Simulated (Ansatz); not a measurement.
Consider the ligand exchange at the In–Cl bond: `[F][In]([Cl])[O][SiH3]` + H₂S → `[F][In]([SH])[O][SiH3]` + HCl.

Isolated molecules relaxed with PBE0-D4/def2-TZVP in Ansatz; ΔE leaves out vibrations. CCSD(T)/CBS adds triple-zeta CCSD(T) − MP2 to the extrapolated MP2 energy (def2 sets, frozen cores). This one scheme is used for every species. Functionals use def2-TZVPP. def2 core potentials past Kr. For In outer-core shells are correlated without core-valence functions, which leaves a few kJ/mol of doubt a bond. One conformer a species, not always the lowest.

Is it downhill or uphill in electronic energy at CCSD(T)/CBS, and by how much? (Estimate.)

Ansatz gave: Uphill: ΔE = +11.8 kJ/mol.

What do these levels give: LDA (SPW92), revPBE-D4, CAM-B3LYP-D4, B2PLYP, PBE-QIDH, BLYP, r2SCAN, r2SCANh, r2SCAN0, HF/def2-SVP, MP2/def2-SVP, MP2/def2-TZVPP? (Estimate.)

Computed: LDA (SPW92) 2.7, revPBE-D4 8.7, CAM-B3LYP-D4 14.6, B2PLYP 13.4, PBE-QIDH 12.1, BLYP 12.8, r2SCAN 12.0, r2SCANh 12.4, r2SCAN0 13.0, HF/def2-SVP 29.6, MP2/def2-SVP 18.7, MP2/def2-TZVPP 9.1 kJ/mol.

Largest T1 diagnostic among the species: 0.015.

In def2-TZVPP, CCSD(T) changes the Hartree–Fock value by −16.6 kJ/mol (the triples alone add −1.9 kJ/mol) and MP2 by −18.9 kJ/mol. At CCSD(T), def2-SVP lies +6.6 kJ/mol from the extrapolated value and def2-TZVPP −0.4 kJ/mol.
